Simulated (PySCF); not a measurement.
# Hartree-Fock beside MP2: AlCClH3O

These are calculations, not measurements. They come from PySCF 2.14.0, an open-source quantum chemistry program, on an isolated molecule that a program drew, which may never have been made. The molecule is AlCClH3O (charge 0, doublet), drawn as the SMILES string `[CH2][O][AlH][Cl]`.

The geometry was optimised and harmonic frequencies were computed with HF and MP2, all in the cc-pV(D+d)Z basis, for the commonest isotopes, with a restricted reference for singlets and an unrestricted one otherwise, and a frozen core in MP2. Each result is a local minimum of its method.

Geometry at the HF minimum:
```xyz
7
AlCClH3O, angstrom
C     0.2996    0.2177    0.1402
O     1.5388    0.7475    0.2350
Al    2.9939    0.6348    1.0569
Cl    3.1470   -0.6855    2.6927
H    -0.3800    0.7473   -0.5152
H    -0.0852   -0.3202    1.0001
H     4.2037    1.5062    0.6178
```

Lengths of the bonds as drawn, in Å (atoms numbered as above):
```
   bond     HF    MP2
  C1-O2  1.351  1.365
 O2-Al3  1.675  1.710
Al3-Cl4  2.108  2.104
  C1-H5  1.082  1.092
  C1-H6  1.085  1.095
 Al3-H7  1.554  1.556
```

Rotational constants, in GHz:
```
constant     HF    MP2
       A  10.45  9.881
       B  2.424  2.502
       C  1.969  1.998
```

Harmonic frequencies in cm^-1, each column in rising order, so a row needn't be the same motion in every method:
```
rank    HF   MP2
   1    91    96
   2   102   126
   3   167   176
   4   274   272
   5   508   481
   6   517   517
   7   684   582
   8   690   650
   9   772   745
  10  1253  1185
  11  1381  1298
  12  1585  1507
  13  2095     ?
  14  3259  3173
  15  3393  3321
```

**Estimate the missing MP2 frequency from the HF column.**

A single factor s that minimises the squared misfit of MP2 against s times HF over the other rows is sum(HF x MP2) / sum(HF^2) = 0.9678, with an rms misfit of 30 cm^-1. For rank 13 it gives 0.9678 x 2095 = 2028 cm^-1. The calculation gives 2064 cm^-1, 36 cm^-1 above the estimate. The drawn bonds are on average 0.8 % longer in MP2 than in HF.
